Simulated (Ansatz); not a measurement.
FH₄NO₂Ti, SMILES `[NH2][Ti]([OH])([OH])[F]`, relaxed with RKS PBE-D4/def2-SVP in the Gaussian-basis code of Ansatz from a rough embedded geometry. The force threshold is 0.03 eV/Å; the program also tests the step.

Charge 0, multiplicity 1.

Start:

```xyz
9

N     1.562   -0.639   -0.081
Ti   -0.289    0.129   -0.136
O    -0.274    1.609   -1.408
O    -0.861    0.769    1.579
F    -1.518   -1.226   -0.718
H     1.605   -1.321    0.803
H     1.686   -1.293   -0.892
H    -1.251    1.933   -1.422
H    -0.661    0.039    2.275
```

**Question.** By how much does the energy fall, and how many steps does the optimiser take? (An estimate is asked.)

**Answer.** Computed: 122.48 kJ/mol, in 14 steps, 2 of them rejected.

**Question.** Which bonds change most? (Estimate.)

**Answer.** Ansatz gave: Ti2–O3 from 1.952 to 1.799 Å; Ti2–F5 from 1.919 to 1.778 Å; N1–Ti2 from 2.005 to 1.880 Å; Ti2–O4 from 1.918 to 1.797 Å.

**Question.** Give the relaxed structure. (Estimate.)

**Answer.** Ansatz gave: 
```xyz
9

N     1.342   -0.808   -0.206
Ti   -0.380   -0.067   -0.081
O    -0.536    1.171   -1.378
O    -0.602    0.571    1.584
F    -1.617   -1.318   -0.340
H     1.843   -1.259    0.566
H     1.912   -0.820   -1.058
H    -0.651    2.134   -1.312
H    -1.310    0.395    2.225
```
